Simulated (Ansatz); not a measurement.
Z-matrix (Å, degrees):
```
Zr
F 1 1.899
F 1 1.899 2 107.0
O 1 1.895 2 111.4 3 122.1
Se 1 2.596 2 109.7 3 -118.9
H 4 0.954 1 168.4 2 -59.7
H 5 1.472 1 88.2 2 -121.1
```

Charge 0, multiplicity 1. Zr: def2 effective core potential.

Question: List the ωB97M-V/def2-TZVPP orbital energies in eV (the Gaussian-basis code of Ansatz). (An estimate is asked.)

Answer: Ansatz gave: Occupied: -12367.83, -1588.13, -1422.89, -1422.85, -1422.84, -677.28, -677.28, -526.91, -217.58, -160.53, -160.37, -160.32, -63.04, -60.43, -60.37, -60.32, -60.20, -60.20, -40.14, -39.97, -39.32, -34.45, -34.01, -30.51, -21.84, -17.59, -15.44, -15.37, -14.92, -14.89, -14.62, -14.27, -13.44, -12.94, -12.66, -10.44, -9.40. Lowest empty: 0.34, 0.63, 1.00, 1.22, 1.29, 1.50, 1.55, 1.78.
